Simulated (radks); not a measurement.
Fractional charge and spin in the 6s shell of osmium: the spin-up occupation runs from 0 to 1 and the spin-down occupation from 0 to 1; the fullest corner is Os, [Xe] 4f14 5d(up 3, down 3) 6s(up 1, down 1). All-electron calculation, scalar-relativistic Kohn-Sham, r2SCAN, spin-polarised, spherical densities, finite nucleus; meta-GGA in the generalised Kohn-Sham scheme; Fermi nuclear charge, rms radius of each element as measured or else 0.836 A^(1/3) + 0.57 fm. Program: a radial shooting solver on a logarithmic mesh with Libxc functionals. Energy (eV) minus the two flat planes that join the four corners (they meet along the diagonal where the two added fractions sum to one electron); zero is where a piecewise linear energy would lie.

down \ up       0    0.25     0.5    0.75       1
0           0.000  -0.610  -0.812  -0.604   0.000
0.25       -0.610  -0.708  -0.406   0.294  -0.552
0.5        -0.812  -0.406   0.387  -0.364  -0.737
0.75       -0.604   0.294  -0.364  -0.643  -0.550
1           0.000  -0.552  -0.737  -0.550   0.000

Corners above the fullest one (they belong to Os+ and the next ion): (up 1, down 0) 9.255 eV, (up 0, down 1) 9.255 eV, (up 0, down 0) 26.239 eV. With half an added electron in each spin the energy lies 0.387 eV from the planes, and with half an added electron in spin up alone -0.812 eV. The planes are only a guide here: the flat-plane condition holds for ground states with one frontier orbital, while other shells are open and held unpolarised.
